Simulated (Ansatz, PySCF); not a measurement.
# Related reaction energies, level by level

Each structure stands at its B3LYP-D3(BJ)/def2-TZVP stationary point, reached from a drawn start (curvature not checked).

(1), H2 (SMILES [H][H]) (charge 0, multiplicity 1):
```csv
atom,x (Å),y (Å),z (Å)
H,0.0000,0.0000,0.3720
H,0.0000,0.0000,-0.3720
```

(2), H2O (SMILES O) (charge 0, multiplicity 1, Z-matrix in Å and degrees):
```
O
H 1 0.9627
H 1 0.9627 2 105.24
```

(3), OSi (SMILES [O+]#[Si-]) (charge 0, multiplicity 1, Z-matrix in Å and degrees):
```
Si
O 1 1.5131
```

(4), SiH4 (SMILES [SiH4]) (charge 0, multiplicity 1):
| atom | x (Å) | y (Å) | z (Å) |
|---|---|---|---|
| Si | 0.0000 | 0.0000 | 0.0000 |
| H | 0.8547 | 0.8547 | 0.8547 |
| H | -0.8547 | -0.8547 | 0.8547 |
| H | -0.8547 | 0.8547 | -0.8547 |
| H | 0.8547 | -0.8547 | -0.8547 |

(5), H2OSi (SMILES O=[SiH2]) (charge 0, multiplicity 1):
```xyz
4

Si     0.000     0.000     0.035
O      0.000     0.000     1.554
H      1.175     0.353    -0.794
H     -1.175    -0.353    -0.794
```

```tsv
step	quantity	PBE/def2-TZVPP (kJ/mol)	r2SCAN/def2-TZVPP (kJ/mol)	B3LYP-D3(BJ)/def2-TZVPP (kJ/mol)	PBE0/def2-TZVPP (kJ/mol)	wB97M-V/def2-TZVPP (kJ/mol)	CCSD(T)/cc-pV(Q+d)Z (kJ/mol)
3 (1) + (3) → (2) + (4)	reaction energy	-155.2	-171.1	-155.8	-193.2	-156.6	-156.4
(1) + (3) → (5)	reaction energy	-18.7	-31.2	-18.4	-29.7	-9.7	-15.0
2 (1) + (5) → (2) + (4)	reaction energy	-136.5	-139.9	-137.3	-163.5	-146.8	-141.4
```

Right side less left side. No zero-point or thermal terms.

Frozen-core correlation throughout.

Codes used: Ansatz (Gaussian orbitals); PySCF for the D3/D4 terms. Each number belongs to the level named beside it.

At CCSD(T)/cc-pV(Q+d)Z the steps run from -156.4 (3 (1) + (3) → (2) + (4)) to -15.0 kJ/mol ((1) + (3) → (5)); 3 of 3 are downhill as written. PBE/def2-TZVPP, r2SCAN/def2-TZVPP, B3LYP-D3(BJ)/def2-TZVPP, PBE0/def2-TZVPP, wB97M-V/def2-TZVPP give the same order. No level here is sure enough to rank the others by; between PBE/def2-TZVPP and CCSD(T)/cc-pV(Q+d)Z the widest gap is 4.9 kJ/mol, for 2 (1) + (5) → (2) + (4).

The steps were written down ahead of the runs, not picked by their results: 3 of 3 stand here.

Ansatz is an electronic-structure program.
